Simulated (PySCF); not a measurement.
**Radial density of Sb (antimony, neutral)**

revPBE, [Kr] 4d10 5s2 5p2 5d1, one real determinant (an excited configuration). Calculation: PySCF 2.14, in x2c-QZVPPall with one added diffuse shell each of s, p, d, f type (14s10p8d5f1g, 128 functions); the spin-free X2C one-electron Hamiltonian (Gaussian nucleus).

```csv
r (bohr),4πr²ρ (e/bohr),4πr²(ρα − ρβ)
0.0296,60.13,0.0132
0.0499,61.48,0.0308
0.0839,84.43,0.0210
0.141,63.25,-0.0017
0.237,69.08,0.0657
0.399,37.77,0.0013
0.671,24.24,0.1600
1.13,14.01,-0.0030
1.90,3.386,0.8464
3.19,1.038,0.6927
5.37,0.2302,0.2227
9.04,0.07081,0.0708
15.2,9.433e-05,0.0001
```

Densities and radii are taken from the X2C orbitals without a picture-change correction, which distorts them close to the nucleus.

⟨L²⟩ = 7.89 against 12 for a pure F term, so this real determinant mixes terms. The outer electron is Rydberg-like, and this basis confines it to a smaller radius and binds it less than a complete one would.

**Question.** Where is the radial spin density 4πr²(ρα − ρβ) most negative, and why is it negative at all?

**Answer.** Around r = 1.13 bohr, down to -0.0030 e/bohr: exchange with the open shell polarises the paired shells in an unrestricted calculation.
